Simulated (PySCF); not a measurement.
Isomers of C4H4. Gas-phase values, no solvent. Strings in code marks are SMILES.

The LUMO from two functionals at the same geometries (B3LYP-D3(BJ)/def2-TZVP), both in PySCF: PBE-D3(BJ)/def2-TZVP and B3LYP-D3(BJ)/def2-TZVP. B3LYP has the VWN-RPA correlation part, as in Gaussian. 

| species | B3LYP-D3(BJ)/def2-TZVP (eV) |
|---|---|
| `C=CC#C` | -1.20 |
| `C=C=C=C` | -1.81 |
| `C1=CC=C1` | -1.80 |
| `C=C1C=C1` | -0.82 |

What does PBE-D3(BJ)/def2-TZVP give for each?


- `C=CC#C`: -1.94
- `C=C=C=C`: -2.49
- `C1=CC=C1`: -2.61
- `C=C1C=C1`: -1.66
Over these rows, drawn at random from the members with no instability flagged (it was tested for open shells, ions and some series alone), PBE minus B3LYP-D3(BJ): mean -0.77 eV, from -0.85 eV to -0.68 eV.
